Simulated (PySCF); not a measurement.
Compound: CH8F2Si3.
Atom-mapped SMILES: `[F:1][CH:2]([F:3])[SiH2:4][SiH2:5][SiH3:6]` (hydrogens: H7 on C2; H8, H9 on Si4; H10, H11 on Si5; H12, H13, H14 on Si6)

Geometry (PBE0-D3(BJ)/def2-SVP, Å), atoms numbered from 1 in this order:
```xyz
14
CH8F2Si3 angstrom
F     -0.9111    1.6423   -0.9655
C     -1.8087    0.7328   -0.4896
F     -1.8697   -0.2913   -1.3824
Si    -1.1709    0.0650    1.2042
Si     0.8016   -1.1015    0.7178
Si     2.0141    0.0620   -0.9209
H     -2.7993    1.2228   -0.4703
H     -0.9230    1.2442    2.0876
H     -2.2381   -0.7891    1.8081
H      1.6106   -1.2365    1.9704
H      0.4488   -2.4697    0.2264
H      3.3354   -0.6071   -1.1318
H      2.2533    1.4662   -0.4715
H      1.2519    0.0589   -2.2026
```

Method: PBE0-D3(BJ)/def2-SVP geometry optimisation, gas phase (PySCF).

Masses are those of the commonest isotopes; rigid-rotor values at the optimised geometry. The values belong to one conformer with, in the numbering `[F:1][CH:2]([F:3])[SiH2:4][SiH2:5][SiH3:6]`, F1–C2–Si4–Si5 -65°, C2–Si4–Si5–Si6 39°.

Q: Give the principal moments of inertia and the rotational constants in MHz.

A: Ia = 241.93, Ib = 398.90, Ic = 517.60 u·Å²; 505379 MHz·u·Å²/I gives A = 2089, B = 1267, C = 976.4 MHz.

Q: What kind of rotor is it?

A: An asymmetric top; Ray's κ = -0.478.

Q: What does the inertial defect say?

A: Not planar: Δ = Ic − Ia − Ib = -123.22 u·Å². For a rigid frame Δ = −2 Σ m c², so Σ m c² = 61.61 u·Å² lies off the ab plane: 10.34 from hydrogen and 51.27 from heavier atoms. The atom farthest from that plane is 1.96 Å away.

Q: Where do the levels up to J = 2 lie, in MHz?

A: Above 0(0,0):
J = 1: 1(0,1) 2243, 1(1,1) 3065, 1(1,0) 3356
J = 2: 2(0,2) 6666, 2(1,2) 7261, 2(1,1) 8133, 2(2,1) 10599, 2(2,0) 10664

Q: Predict some low-J microwave lines.

A: The dipole components are |μa| = 0.82 D, |μb| = 1.15 D, |μc| = 0.55 D. The squared components, which scale the intensities, stand as 0.51 : 1.00 : 0.23 (a : b : c). Some lines, for components of 0.1 D or more:

| type | branch | J(Ka,Kc) | MHz | lower level (cm⁻¹) |
| --- | --- | --- | --- | --- |
| c | Q | 2(1,2) ← 2(0,2) | 596 | 0.222 |
| c | Q | 1(1,1) ← 1(0,1) | 822 | 0.075 |
| a | Q | 2(1,1) ← 2(1,2) | 872 | 0.242 |
| b | Q | 2(1,1) ← 2(0,2) | 1468 | 0.222 |
| a | Q | 3(1,2) ← 3(1,3) | 1734 | 0.451 |
| c | Q | 3(2,2) ← 3(1,2) | 2076 | 0.509 |
| c | Q | 2(2,1) ← 2(1,1) | 2466 | 0.271 |
| b | R | 1(1,1) ← 0(0,0) | 3065 | 0.000 |
| b | Q | 2(2,1) ← 2(1,2) | 3338 | 0.242 |
| c | R | 1(1,0) ← 0(0,0) | 3356 | 0.000 |
| b | R | 2(0,2) ← 1(1,1) | 3600 | 0.102 |
| b | Q | 3(2,2) ← 3(1,3) | 3810 | 0.451 |
| a | R | 2(0,2) ← 1(0,1) | 4422 | 0.075 |
| c | Q | 3(3,1) ← 3(2,1) | 4570 | 0.588 |
| b | Q | 3(3,1) ← 3(2,2) | 4873 | 0.578 |
| a | R | 3(1,3) ← 2(1,2) | 6258 | 0.242 |
| a | R | 3(1,2) ← 2(1,1) | 7120 | 0.271 |
| b | R | 2(2,1) ← 1(1,0) | 7243 | 0.112 |
| c | R | 2(2,0) ← 1(1,0) | 7308 | 0.112 |
| c | R | 2(2,1) ← 1(1,1) | 7534 | 0.102 |
| b | R | 3(2,2) ← 2(1,1) | 9196 | 0.271 |
| c | R | 3(2,1) ← 2(1,1) | 9500 | 0.271 |
| b | R | 3(3,1) ← 2(2,0) | 11539 | 0.356 |
| c | R | 3(3,1) ← 2(2,1) | 11603 | 0.354 |
| b | R | 3(3,0) ← 2(2,1) | 11612 | 0.354 |

Q: Estimate the classical rotational partition function at 10 K, 298.15 K and 500 K.

A: Point group C1, symmetry number σ = 1; q = (√π/σ)·√((kT/h)³/(ABC)), k/h = 20836.6 MHz/K: 3320 at 10 K, 540000 at 298.15 K, 1170000 at 500 K.

Not checked by PBE0-D3(BJ)/def2-SVP frequencies. No vibrational averaging or centrifugal distortion is included, and the geometry carries the error of its method. A rigid rotor knows nothing of internal rotation, which can split or shift real lines.
